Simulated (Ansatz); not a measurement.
Energy needed to pull apart SnNH2F (SMILES [NH2][Sn][F]), singlet, into free ground-state atoms, from the structure below (displaced at random from its PBE0-D4/def2-TZVP minimum); no zero-point or spin–orbit terms; open-shell atoms are treated unrestricted, in their ground-state multiplicity.

N1  (-0.249, 0.548, -0.395)
Sn2  (0.402, 0.000, 1.493)
F3  (0.933, -1.871, 0.641)
H4  (-0.795, 1.487, -0.718)
H5  (-0.165, -0.050, -1.173)
(Å)

Computed with Ansatz 0.2.0 (basis: def2-TZVPP); correlated methods freeze the cores. Filled d shells of the heavier atoms are correlated. Core potentials replace the inner electrons of the atoms past krypton. The def2 sets are not built for correlating such inner shells, so the correlated values are less sure here.

| method | atomization energy (kcal/mol) |
| --- | --- |
| PBE-D4 | 386.4 |
| r2SCAN-D4 | 368.6 |
| PBE0-D4 | ? |
| wB97M-V | 369.8 |
| HF | 221.2 |
| MP2 | 363.7 |
| CCSD | ? |
| CCSD(T) | 355.1 |

Problem. What does PBE0-D4 give? (An estimate is asked for; the value comes from the calculation.)

Solution. The calculation gives: 364.6 kcal/mol, which is about 9.5 kcal/mol more than CCSD(T)/def2-TZVPP.

Problem. What does CCSD give? (Judge from chemistry; the value comes from the calculation.)

Solution. Computed: 345.3 kcal/mol, which is about 9.8 kcal/mol less than CCSD(T)/def2-TZVPP.

In triple zeta the MP2 and coupled-cluster atomization energies are still short of their basis limit by a few kcal/mol a bond, whereas those of the functionals are nearly converged, so these differences are not deviations from converged CCSD(T).

T1 diagnostic: at most 0.020.

For scale, one of the runs: CCSD(T)/def2-TZVPP forces, 140 basis functions (an equivalent command: `ansatz run in.yaml --threads 2`). The run took 4.4 min on 2 CPU threads (shared host), with 1.6 GiB of host memory at its peak.
